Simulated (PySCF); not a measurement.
BI3, SMILES I[B-](I)I, charge -1, multiplicity 2. Atoms are numbered in the order given.

```xyz
4

B      0.0000     0.0000    -0.5640
I      1.8811    -1.0860     0.0177
I      0.0000     2.1721     0.0177
I     -1.8811    -1.0860     0.0177
```
Charge -1, spin multiplicity 2.

Geometry optimised at r2SCAN-D4/def2-SVPD. The def2 effective core potentials stand for the cores of I; spin–orbit coupling is left out.

Method: PySCF with PBE/def2-SVPD.

Mulliken values depend strongly on the basis, most of all with diffuse functions as here. ESP charges are fitted to the potential on shells at 1.4 to 2.0 van der Waals radii. Atomic charges (e):

```json
[
 {"atom": "B1", "ESP fit": "?", "Mulliken": "-0.32", "Mulliken spin": "0.86"},
 {"atom": "I2", "ESP fit": "?", "Mulliken": "-0.23", "Mulliken spin": "0.05"},
 {"atom": "I3", "ESP fit": "?", "Mulliken": "-0.23", "Mulliken spin": "0.05"},
 {"atom": "I4", "ESP fit": "?", "Mulliken": "-0.23", "Mulliken spin": "0.05"}
]
```

Q: Complete the blanks. (Estimate from the structure and the level; the computed values follow.)

A: 
- B1, ESP fit: -0.13
- I2, ESP fit: -0.29
- I3, ESP fit: -0.29
- I4, ESP fit: -0.29
